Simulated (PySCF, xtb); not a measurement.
Mg(F)(SiH3) (FH3MgSi), SMILES [F][Mg][SiH3].

GFN2-xTB run with xtb at its own geometry gives an orbital gap of 3.32 eV and a dipole moment of 4.82 D.

The structure is a stationary point at PBE0-D3(BJ)/def2-TZVP.

Problem. What does HF/def2-TZVPD (PySCF) give? (An estimate is asked for; the answer gives what the named calculation found.)

Solution. gap 10.62 eV (levels -9.75 and 0.87 eV), dipole 1.27 D.
